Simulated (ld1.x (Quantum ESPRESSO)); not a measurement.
## Plane-wave convergence, ultrasoft potential for silver

Ag (Z = 47), ultrasoft, made with ld1.x (Quantum ESPRESSO) 7.5 (LDA (PZ), fully relativistic). Core [Kr], reference 4d10 5s0 5p0 (charge +1). Waves: 5s (bound, empty): rcut 0.95, rcutus 1.10 bohr; 5s channel at 0.25 Ry: rcut 0.95, rcutus 1.10 bohr; 5p (bound, empty): rcut 2.25, rcutus 3.10 bohr; 5p channel at 0.05 Ry: rcut 2.25, rcutus 3.10 bohr; 4d (bound): rcut 1.00, rcutus 1.25 bohr; 4d channel at 4.15 Ry: rcut 1.00, rcutus 1.25 bohr. Local part: all-electron potential smoothed inside 2.05 bohr (lloc = -1). Core correction: a·sin(br)/r model core inside 0.80 bohr. Augmentation charge: PSQ, radius 1.10 bohr.

Open shells are filled in proportion to 2j + 1 (rel_dist='average').

The pseudo-atom Hamiltonian at the reference potential is diagonalised in spherical Bessel functions j_l(qr) that vanish at 20 bohr, with q² up to the cutoff. All-electron valence levels (Ry): 5s -0.8545, 5p1/2 -0.4867, 5p3/2 -0.4653, 4d3/2 -1.1954, 4d5/2 -1.1534.

Q: How do the lowest levels (Ry) of each channel move with the cutoff, and are there ghosts?

A:

```
cutoff (Ry)     s #1     s #2     s #3  p1/2 #1  p1/2 #2  p3/2 #1  p3/2 #2  d3/2 #1  d5/2 #1  d5/2 #2     f #1    f #2  Σ f·Δε (mRy)
          8  -5.7093  -0.7282  -0.1906  -0.4867  -0.1398  -0.4652  -0.1363  -0.2901  -0.2884  -0.0925  -0.0455  0.0578        8812.4
         12  -6.4128  -0.8110  -0.2038  -0.4867  -0.1398  -0.4653  -0.1363  -0.4063  -0.4004  -0.1060  -0.0455  0.0578        7675.3
         18  -6.9578  -0.8491  -0.2095  -0.4867  -0.1398  -0.4653  -0.1363  -0.6297  -0.6135  -0.1203  -0.0455  0.0578        5503.1
         25  -7.1969  -0.8540  -0.2101  -0.4867  -0.1398  -0.4653  -0.1363  -0.8275  -0.8023  -0.1284  -0.0455  0.0578        3579.0
         35  -7.3921  -0.8544  -0.2102  -0.4867  -0.1398  -0.4653  -0.1363  -1.0582  -1.0228  -0.1355  -0.0455  0.0578        1333.5
         50  -7.4990  -0.8545  -0.2102  -0.4867  -0.1398  -0.4653  -0.1363  -1.1805  -1.1393  -0.1389  -0.0455  0.0578         144.8
         60  -7.5121  -0.8545  -0.2102  -0.4867  -0.1398  -0.4653  -0.1363  -1.1926  -1.1508  -0.1392  -0.0455  0.0578          27.9
         80  -7.5145  -0.8545  -0.2102  -0.4867  -0.1398  -0.4653  -0.1363  -1.1949  -1.1529  -0.1393  -0.0455  0.0578           6.0
        100  -7.5157  -0.8545  -0.2102  -0.4867  -0.1398  -0.4653  -0.1363  -1.1952  -1.1532  -0.1393  -0.0455  0.0578           3.2
        120  -7.5165  -0.8545  -0.2102  -0.4867  -0.1398  -0.4653  -0.1363  -1.1954  -1.1534  -0.1393  -0.0455  0.0578           0.9
        160  -7.5167  -0.8545  -0.2102  -0.4867  -0.1398  -0.4653  -0.1363  -1.1954  -1.1534  -0.1393  -0.0455  0.0578           0.5
        400  -7.5169  -0.8545  -0.2102  -0.4867  -0.1398  -0.4653  -0.1363  -1.1955  -1.1535  -0.1393  -0.0455  0.0578           0.0
```

Result: ghost state, extra bound levels that the all-electron valence spectrum of the same l lacks: s at -102.3 eV (a true bound ghost makes a file unfit for plane-wave use); 10 mRy is reached at 70 Ry and 1 mRy at 120 Ry.

3 of 7 tests not solved or not reliable.
